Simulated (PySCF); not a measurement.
CH8NSi2 (doublet state).
SMILES with atom numbers: `[CH3:1][Si@@H:2]([NH:3])[SiH3:4]` (hydrogens: H5, H6, H7 on C1; H8 on Si2; H9 on N3; H10, H11, H12 on Si4)

Cartesian coordinates in Å at the GFN2-xTB level; atoms count from 1:
```
atom  x, y, z in Å
C1    -1.373   -1.057    0.080
Si2   -0.553    0.628   -0.225
N3    -0.584    1.575    1.112
Si4    1.770   -0.035   -0.203
H5    -2.451   -0.958    0.009
H6    -1.056   -1.806   -0.640
H7    -1.139   -1.417    1.075
H8    -0.800    0.995   -1.635
H9    -0.484    2.578    1.095
H10    2.133   -0.663    1.058
H11    2.580    1.151   -0.460
H12    1.959   -0.992   -1.292
```

The hyperfine couplings belong to this conformer and change with its torsions.

Level of theory: UKS B3LYP, pcH-1 on C H N Si, non-relativistic, mean-field spin-orbit, GIAO in PySCF. One conformer (not necessarily the lowest) at the GFN2-xTB geometry, without solvent, vibrations or thermal averaging. Couplings are sensitive to structure, and on GFN2-xTB geometries they can be far from those on DFT ones. No stability test was run, so a lower SCF solution isn't excluded.

Principal values of hyperfine tensors in MHz (contact, dipolar and spin–orbit terms together), for some of the nuclei:

```
atom  isotope      A1      A2     A3
 Si2     29Si   55.18   59.33  65.47
 H12       1H   46.36   49.98  53.83
  H9       1H  -89.96  -54.49   4.21
  H8       1H   25.90   26.89  33.06
  C1      13C   22.70   23.24  33.92
  N3      14N  -11.16  -10.27  92.31
  H5       1H    1.77    3.82   7.76
 H10       1H   -6.42   -4.01   1.21
```

Question: Give the isotropic coupling of each nucleus in MHz and in mT (g = 2.0050), and the anisotropic part.

Answer: a_iso is a third of the trace, T = A − a_iso, and a(mT) = a(MHz)/(g × 13.996). The tensors hold a spin–orbit part: the run splits a_iso into a_FC + a_SO, and T includes its anisotropic share.

```
atom  a_iso (MHz)    a_FC   a_SO  a_iso (mT)      T1      T2     T3
 Si2        59.99   60.12  -0.13       2.138   -4.81   -0.66   5.47
 H12        50.06   50.05   0.01       1.784   -3.70   -0.07   3.77
  H9       -46.75  -46.89   0.15      -1.666  -43.21   -7.75  50.96
  H8        28.62   28.61   0.00       1.020   -2.71   -1.73   4.44
  C1        26.62   26.62   0.00       0.949   -3.92   -3.38   7.30
  N3        23.63   23.51   0.11       0.842  -34.79  -33.89  68.69
  H5         4.45    4.45   0.00       0.159   -2.68   -0.63   3.31
 H10        -3.08   -3.08   0.01      -0.110   -3.35   -0.94   4.29
```

Question: What spin density at the nucleus of H12 lies behind its contact coupling (g_N = 5.58569)?

Answer: a_FC = 800.24 MHz bohr³ × g_N × ρ(0)/(2S). With a_FC = 50.05 MHz and 2S = 1, ρ(0) = 0.0112 bohr⁻³. In magnitude that is 3.5 % of the 1/π = 0.318 of a free hydrogen atom.

Question: Si4 (29Si, g_N = -1.11058) isn't in the table. Its spin density at the nucleus is 0.184 bohr⁻³. What is its contact coupling?

Answer: By the same relation, a_FC = -163.5 MHz. The spin–orbit term adds +0.25 MHz. Its full tensor has the principal values -215.40, -138.15, -136.17 MHz.

Question: Name the largest traceless tensor T of the table and describe it.

Answer: N3: -34.8, -33.9, 68.7 MHz (the dipolar term alone has -35.0, -33.8, 68.8), axial, in the ratio −1:−1:+2, the form that spin in one p orbital centred on that nucleus gives.

Question: In a single crystal, with the field along each principal axis of the tensor of H9 in turn, what first-order splitting does this nucleus give (isotropic g, quadrupole terms neglected)?

Answer: 2 lines (I = 1/2), spaced by |A_i|/(g × 13.996): 3.21, 1.94, 0.15 mT along the axes of A1, A2 and A3.
